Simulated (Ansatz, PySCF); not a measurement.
System: TeCl$_{2}$, charge 1, multiplicity 2. 
Geometry from a B3LYP-D3(BJ)/def2-TZVP (Ansatz, an electronic-structure program) optimisation:
```
Te
Cl 1 2.2683
Cl 1 2.2683 2 101.21
```
Charge +1, spin multiplicity 2.

Total electronic energies in hartree. Valence correlation only, unless marked. UHF or UKS for open shells. No spin-orbit coupling. The frozen core is the preceding noble-gas configuration, with the filled d and f shells of earlier blocks. Past Kr the def2 sets carry scalar-relativistic core potentials. STO-3G rows are all-electron and non-relativistic. CBS(X,Y): correlation extrapolated as X^-3; Hartree-Fock from the larger set. The bracket is a focal-point correction in the basis named.

```tsv
level	program	energy (Eh)
HF/STO-3G	Ansatz	-7456.05551
HF/def2-QZVPPD	Ansatz	-1185.79034
revPBE-D3(BJ)/def2-TZVPD	Ansatz + dftd3	-1188.06788
BP86-D4/def2-TZVPD	PySCF + dftd4	-1188.40236
PBE0/STO-3G	Ansatz	-7458.81304
PBE0-D3(BJ)/def2-TZVPD	Ansatz + dftd3	-1187.88319
CAM-B3LYP/def2-TZVPD	Ansatz	-1188.18728
wB97X-V/def2-TZVPD	Ansatz	-1188.00822
RPA@PBE/def2-TZVPP	Ansatz	-1186.52999
RPA@PBE/def2-QZVPP	Ansatz	-1186.65487
SCS-MP2/def2-SVPD	Ansatz	-1185.79135
SCS-MP2/def2-TZVPPD	Ansatz	-1186.23798
CCSD/def2-TZVPP	Ansatz	-1186.28340
CCSD(T)/def2-SVPD	Ansatz	-1185.85145
RI-MP2/CBS(def2-TZVPPD,def2-QZVPPD)+[CCSD(T)-MP2]/def2-TZVPPD	Ansatz	-1186.4273
```

Totals of different functionals don't rank their quality; only differences between species are comparable.
